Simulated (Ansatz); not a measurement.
The cluster Ge3Cl⁺. Total charge 1; triplet. Geometry r2SCAN-D4/def2-SVP, that of the neutral doublet; atoms count from 1.

Cartesian coordinates in Å:
```
Ge 0.6977 -1.1359 -0.1765
Ge -1.6910 -1.0832 0.1116
Ge -0.6914 1.0895 0.3782
Cl 1.6847 1.1296 -0.3134
```

At PBE0-D4/def2-TZVP a singlet of charge 1 lies 0.55 eV below the triplet, each at its own geometry. The structure comes from a short search, and lower isomers may exist.

(1) Estimate the Mulliken populations from the PBE0/def2-TZVP orbitals of Ansatz.

(2) Where does the spin sit?

(3) And the Mayer bond orders between bonded heavy atoms (over 0.3)?

Results:

(1) 
| atom | charge (e) | spin (α − β) |
| --- | --- | --- |
| Ge1 | 0.44 | 0.44 |
| Ge2 | 0.25 | 0.95 |
| Ge3 | 0.44 | 0.44 |
| Cl4 | -0.13 | 0.17 |
Mulliken values and Mayer orders depend strongly on the basis.

(2) Summed by element: Ge 1.83, Cl 0.17, of 2 unpaired in all. Largest on single atoms: Ge2 0.95, Ge3 0.44, Ge1 0.44.

(3) Ge1–Ge2 0.97 (2.41 Å); Ge1–Ge3 0.59 (2.68 Å); Ge1–Cl4 0.63 (2.47 Å); Ge2–Ge3 0.97 (2.41 Å); Ge3–Cl4 0.63 (2.48 Å).
